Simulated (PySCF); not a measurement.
C₅H₃F₂S (doublet state).
Atom-mapped SMILES: `[F:1][CH:2][c:3]1[cH:4][cH:5][c:6]([F:7])[s:8]1` (hydrogens: H9 on C2; H10 on C4; H11 on C5)

Structure used (GFN2-xTB), in Å, numbered top down from 1:
```xyz
11
C5H3F2S angstrom
F      2.8205    0.6793    0.4730
C      2.0834   -0.3197   -0.0327
C      0.7248   -0.2274   -0.0675
C     -0.1026    0.8247    0.3755
C     -1.4543    0.5772    0.1837
C     -1.6806   -0.6436   -0.3977
F     -2.8687   -1.1570   -0.7042
S     -0.2396   -1.5458   -0.7349
H      2.6669   -1.1511   -0.3883
H      0.3035    1.7164    0.8139
H     -2.2478    1.2496    0.4533
```

The hyperfine couplings belong to this conformer and change with its torsions.

Level of theory: PySCF, UKS B3LYP, pcH-1 on C F H S, non-relativistic, mean-field spin-orbit, GIAO. One conformer (not necessarily the lowest) at the GFN2-xTB geometry, without solvent, vibrations or thermal averaging. The geometry wasn't refined by DFT: couplings that depend on bond lengths, twists or pyramidal angles can differ widely from those at the functional's own minimum. Stability of the SCF solution: not tested. ⟨S²⟩ is 0.781 where a pure state has 0.75.

**Question.** Break the g tensor into its mass correction, gauge correction and orbital-Zeeman/spin–orbit terms.

**Answer.** 
```tsv
Δg (ppm)	1	2	3
relativistic mass correction	-206	-206	-206
gauge correction	2	43	50
orbital Zeeman/spin–orbit	-97	2634	3719
total	-301	2470	3562
```

So g = 2.00202, 2.00479, 2.00588 and g_iso = 2.00423; the tensor is rhombic: the two nearest values differ by 28 % of g3 − g1. Axes: g1 is normal to the molecular plane, g2 points within 4° of the C3–C4 bond and g3 points within 14° of the C6–F7 bond.

**Question.** What effective moment and Curie constant follow for a powder?

**Answer.** With the mean of g² = 4.0169 and S(S+1) = 0.75: μ_eff = √(⟨g²⟩S(S+1)) = 1.736 μB and χT = 0.12505·⟨g²⟩·S(S+1) = 0.377 cm³ K/mol (cgs; spin-Hamiltonian part alone).

**Question.** What are the electron Larmor frequencies g μB B/h along the three axes at 1200 mT?

**Answer.** 33.6249, 33.6714, 33.6898 GHz for g1, g2 and g3, a range of 64.9 MHz.

**Question.** In a frozen sample, at which fields do the three g values resonate at 9.5, 34, 94 and 263 GHz (hyperfine left aside), and which band first spreads them over more than twice a line width of 0.5 mT?

**Answer.** 
```csv
band,GHz,B(g3) mT,B(g2) mT,B(g1) mT,spread mT
X,9.5,338.38,338.57,339.03,0.65
Q,34.0,1211.05,1211.71,1213.39,2.34
W,94.0,3348.20,3350.02,3354.66,6.46
J,263.0,9367.83,9372.93,9385.91,18.08
```

The spread grows in proportion to the frequency. Q band is the first where it exceeds 1.0 mT.

Largest spin populations (Mulliken): C2 (+0.56), C4 (+0.41), C6 (+0.31) and C3 (-0.20). Three atoms exceed +0.15. The positive populations add up to 1.39 and the negative ones to -0.39, together 2S = 1. The angles at C2 add up to 360.0°, so it is planar; its axial dipolar tensor and the negative coupling of its proton fit spin in a p orbital normal to that plane.

The HOMO–LUMO gaps are 4.64 eV among the α and 4.81 eV among the β orbitals.
